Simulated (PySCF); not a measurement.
Compound: C2H3Cl3Si.
Geometry (PBE0-D3(BJ)/def2-SVP, Å), atoms numbered from 1 in this order:
```xyz
9
C2H3Cl3Si angstrom
C      0.930    0.263    0.092
C     -0.033   -0.636    0.319
Si    -1.804   -0.355   -0.101
Cl    -2.068    1.508   -0.921
Cl    -2.971   -0.522    1.577
Cl    -2.454   -1.757   -1.449
H      1.974    0.063    0.353
H      0.712    1.234   -0.365
H      0.220   -1.600    0.778
```

All values: B3LYP/def2-SVPD (PySCF, non-relativistic), on one gas-phase PBE0-D3(BJ)/def2-SVP geometry that isn't relaxed in the solvent. The solvent is an IEF-PCM continuum (cavity from Bondi-type radii × 1.2), and excitations are vertical TDDFT with non-equilibrium linear response and a frozen core. Specific hydrogen bonds and non-electrostatic terms are outside this model.

Gas-phase singlets (H = HOMO, L = LUMO):

| state | E (eV) | λ (nm) | f | leading configuration |
| --- | --- | --- | --- | --- |
| S1 | 6.508 | 191 | 0.005 | H-2→L 89% |
| S2 | 6.592 | 188 | 0.005 | H-1→L 97% |
| S3 | 6.719 | 185 | 0.221 | H→L 70% |
| S4 | 6.920 | 179 | 0.000 | H-3→L 94% |
| S5 | 6.994 | 177 | 0.000 | H→L+1 96% |

Q: How does the list change in chloroform (ε = 4.711)?

A: 
```
state  E (eV)  λ (nm)      f  leading configuration  change by rank (eV)
   S1   6.546     189  0.008              H-2→L 91%               +0.038
   S2   6.689     185  0.399                H→L 86%               +0.097
   S3   6.821     182  0.036              H-1→L 96%               +0.102
   S4   6.831     181  0.003              H→L+1 94%               -0.089
   S5   7.109     174  0.000              H-3→L 98%               +0.115
```

Q: How does the list change in water (ε = 78.36)?

A: 
| state | E (eV) | λ (nm) | f | leading configuration | change by rank (eV) |
| --- | --- | --- | --- | --- | --- |
| S1 | 6.557 | 189 | 0.007 | H-2→L 89% | +0.049 |
| S2 | 6.726 | 184 | 0.389 | H→L 86% | +0.134 |
| S3 | 6.770 | 183 | 0.010 | H→L+1 90% | +0.051 |
| S4 | 6.907 | 179 | 0.031 | H-1→L 98% | -0.013 |
| S5 | 7.181 | 173 | 0.000 | H-3→L 98% | +0.187 |

Q: The ground-state energy changes by -0.102 eV from gas to water. By how much does the total energy of gas-phase S1 change?

A: E(S1) = E(S0) + excitation energy, so it changes by -0.102 + 0.049 = -0.053 eV: it is lowered less than the ground state, which is what a blue shift means. This is the vertical state, with the slow part of the continuum still set for S0.

Q: How do the frontier levels move from gas to water?

A: 
| orbital | gas (eV) | solvent (eV) | change (eV) | Löwdin shares, gas | Löwdin shares, solvent |
| --- | --- | --- | --- | --- | --- |
| LUMO+2 | 0.10 | 0.23 | +0.13 | Si3 21 %, Cl4 15 %, Cl5 14 %, Cl6 13 % | Si3 24 %, Cl4 20 %, Cl5 15 %, Cl6 15 % |
| LUMO+1 | -0.56 | -0.56 | 0.00 | Cl4 26 %, Si3 24 %, Cl5 21 %, Cl6 21 % | Cl4 25 %, Si3 24 %, Cl5 22 %, Cl6 22 % |
| LUMO | -1.54 | -1.27 | +0.27 | C1 37 %, C2 29 %, Si3 10 %, Cl5 5 % | C1 37 %, C2 28 %, Si3 11 %, Cl5 6 % |
| HOMO | -8.45 | -8.19 | +0.26 | C2 37 %, C1 34 %, Cl6 9 %, Cl5 8 % | C2 40 %, C1 36 %, Cl6 6 %, Cl5 6 % |
| HOMO-1 | -8.97 | -9.02 | -0.05 | Cl6 36 %, Cl5 35 %, Cl4 29 % | Cl6 35 %, Cl5 34 %, Cl4 31 % |
| HOMO-2 | -9.18 | -9.04 | +0.14 | Cl6 26 %, Cl5 26 %, C2 16 %, Si3 11 % | C2 21 %, Cl6 19 %, Cl5 19 %, Si3 12 % |
| HOMO-3 | -9.37 | -9.36 | +0.01 | Cl4 62 %, Cl5 13 %, Cl6 13 %, Si3 5 % | Cl4 62 %, Cl5 15 %, Cl6 15 % |

The HOMO–LUMO gap goes from 6.91 to 6.92 eV.
